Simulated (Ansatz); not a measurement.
Ti oxide hydroxide: PBE-D4/def2-SVP single points in Ansatz on relaxed structures, gas phase. Each cluster is the lowest isomer that a short search found in that spin, judged at the geometry's level, and lower ones may exist. Binding counts from free atoms in the multiplicity of their measured ground term, without zero-point energy. The structures are stationary points that may keep the symmetry of their start.

```
                  species  atoms    state         geometry  HOMO (eV)  LUMO (eV)  gap (eV)  binding per atom (eV)  point group (within 0.1 Å)
TiO4H4 (with an O–O bond)      9  singlet  PBE-D4/def2-SVP      -6.16      -2.36      3.81                   4.00                           –
                  Ti2O5H2      9  singlet  PBE-D4/def2-SVP      -6.23      -3.23      3.00                   5.33                          C2
```

(1) Estimate the rows for TiO3H2 (with an O–O bond) (singlet, PBE0-D4/def2-SVP geometry).

(1) 
```json
{"species": "TiO3H2 (with an O–O bond)", "atoms": "6", "state": "singlet", "geometry": "PBE0-D4/def2-SVP", "HOMO (eV)": "-6.17", "LUMO (eV)": "-3.55", "gap (eV)": "2.62", "binding per atom (eV)": "4.08", "point group (within 0.1 Å)": "Cs"}
```

The gap (eV) runs from 2.62 (TiO3H2 (with an O–O bond)) to 3.81 (TiO4H4 (with an O–O bond)). The binding per atom (eV) runs from 4.00 (TiO4H4 (with an O–O bond)) to 5.33 (Ti2O5H2).
